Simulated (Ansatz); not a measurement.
Input file for Ansatz (a program for electronic structure): R-PBE/def2-TZVPP on ClHSSi (SMILES S[Si]Cl), a point of a torsion scan.

Ansatz 0.2 input:
```yaml
crystal:
  periodic: [false, false, false]
  atoms:
    - {symbol: S, position_ang: [-1.26541916, 0.48637771, 0.39797562]}
    - {symbol: Si, position_ang: [0.81405285, 0.84935356, -0.23140501]}
    - {symbol: Cl, position_ang: [0.58622740, 1.16469101, -2.25036628]}
    - {symbol: H, position_ang: [-1.44547533, -0.56764081, -0.38704206]}
basis:
  gaussian:
    orbitals: def2-TZVPP
hamiltonian:
  xc: {name: PBE}
scf: {lower_state_search: off}
```

Question: What total energy does the run end on?

Answer: -1148.0542 hartree.
